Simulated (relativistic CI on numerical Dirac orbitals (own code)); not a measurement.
**Line list: Electric-dipole lines, Fe V**

These numbers are calculated, not measured: Dirac-Coulomb-Breit CI, orbitals from a KLI potential per configuration, model QED, valence Slater integrals scaled by 0.85, P86 correlation energy added to each configuration (own radial code, finite nucleus).

Configuration list (outside the closed core [Ne]): 3s²3p⁶3d⁴, 3s²3p⁶3d³4s, 3s²3p⁶3d³4p, 3s²3p⁵3d⁵, 3s²3p⁶3d³4d, 3s²3p⁶3d³5s, 3s²3p⁶3d³5p, 3s²3p⁶3d³4f, 3s²3p⁶3d³5d, 3s²3p⁶3d³6s, 3s3p⁶3d⁵, 3s²3p⁶3d³6p, 3s²3p⁶3d²4s4p, 3s²3p⁶3d³5f, 3s²3p⁶3d³5g, 3s²3p⁶3d³6d, 3s²3p⁵3d⁴4s, 3s²3p⁶3d²4p4d, 3s²3p⁶3d²4s², 3s²3p⁶3d4s²4p, 3s²3p⁶3d4s²4d, 3s²3p⁶3d4s²5s, 3s²3p⁶3d4s²5p, 3s²3p⁶3d²4p², 3s²3p⁶3d4s4p², 3s²3p⁶3d4p³, 3s²3p⁶3d4p²4d, 3s²3p⁶3d4p²5s, 3s²3p⁶3d4p²5p, 3s²3p⁶3d²4s4d, 3s²3p⁶3d4s4p4d, 3s²3p⁶3d4s4d², 3s²3p⁶3d4s4d5s, 3s²3p⁶3d4s4d5p. Double excitations out of closed p, d and f shells are left out; levels of such configurations are missing from the list, as are those of other unlisted configurations, and high levels can miss mixing partners.

```tsv
λ vac (nm)	Lower	Upper	A (s⁻¹)	E lower (cm⁻¹)	E upper (cm⁻¹)
38.281	3s²3p⁶3d⁴ ³H6 [8]	3s²3p⁶3d³4p ³H°6 [127]	4.81e+09	23968	285197
38.545	3s²3p⁶3d⁴ ⁵D4 [5]	3s²3p⁶3d³4p ⁵D°4 [79]	5.33e+09	1226	260664
39.279	3s²3p⁶3d⁴ ¹I6 [18]	3s²3p⁶3d³4p ¹H°5 [143]	1.08e+10	35205	289797
99.222	3s²3p⁶3d³4p ⁵G°3 [70]	3s²3p⁶3d³4d ⁵H4 [184]	3.95e+09	257331	358115
99.353	3s²3p⁶3d³4p ³H°5 [104]	3s²3p⁶3d³4d ³I6 [226]	3.43e+09	278462	379114
99.502	3s²3p⁶3d³4p ⁵G°4 [71]	3s²3p⁶3d³4d ⁵H5 [186]	4.01e+09	258075	358576
99.871	3s²3p⁶3d³4p ⁵G°5 [72]	3s²3p⁶3d³4d ⁵H6 [189]	4.15e+09	258993	359123
100.04	3s²3p⁶3d³4p ³H°6 [108]	3s²3p⁶3d³4d ³I7 [233]	3.64e+09	279720	379679
100.35	3s²3p⁶3d³4p ⁵G°6 [77]	3s²3p⁶3d³4d ⁵H7 [194]	4.43e+09	260100	359748
100.40	3s²3p⁶3d³4p ³I°5 [132]	3s²3p⁶3d³4d ³K6 [273]	4.14e+09	287616	387220
100.46	3s²3p⁶3d³4p ³G°5 [93]	3s²3p⁶3d³4d ³H6 [211]	4.07e+09	266794	366338
100.61	3s²3p⁶3d³4p ³G°4 [92]	3s²3p⁶3d³4d ³H5 [207]	4.06e+09	266138	365534
100.81	3s²3p⁶3d³4p ³I°6 [135]	3s²3p⁶3d³4d ³K7 [275]	4.04e+09	288247	387448
101.44	3s²3p⁶3d³4p ³I°7 [139]	3s²3p⁶3d³4d ³K8 [278]	4.31e+09	289199	387779
103.19	3s²3p⁶3d³4p ¹I°6 [151]	3s²3p⁶3d³4d ¹K7 [281]	4.04e+09	292302	389207
141.53	3s²3p⁶3d³4s ³H6 [58]	3s²3p⁶3d³4p ³I°7 [139]	1.02e+09	218541	289199
142.98	3s²3p⁶3d³4s ³H5 [54]	3s²3p⁶3d³4p ³I°6 [135]	9.60e+08	218305	288247
146.53	3s²3p⁶3d³4s ⁵F5 [39]	3s²3p⁶3d³4p ⁵G°6 [77]	9.12e+08	191855	260100
147.51	3s²3p⁶3d³4s ⁵F4 [38]	3s²3p⁶3d³4p ⁵G°5 [72]	7.45e+08	191201	258993
149.11	3s²3p⁶3d³4s ³F4 [42]	3s²3p⁶3d³4p ³G°5 [93]	8.01e+08	199730	266794
```

Terms are leading LS components. Brackets give the number of a level in order of energy, since labels repeat. The list gives strong lines, with weight on those to low levels, without lines whose two gauges differ by over a factor of 2.5, among the lowest 400 of 4174 levels, so that lines to higher ones, which can be the strongest, are missing. Levels whose partners in the same complex of configurations lie outside the list can be far off, and so can their lines. Rates are taken at the computed energies, electric ones in the length gauge.

At this charge configurations can still be misplaced by up to about 7 % of their energy. 60 of the 60 excited levels that our extract of the measured tables holds in this range could be paired (the sources list more); they are missed by 2043 cm⁻¹ on average and 4463 at most, and levels without a partner can miss by more.
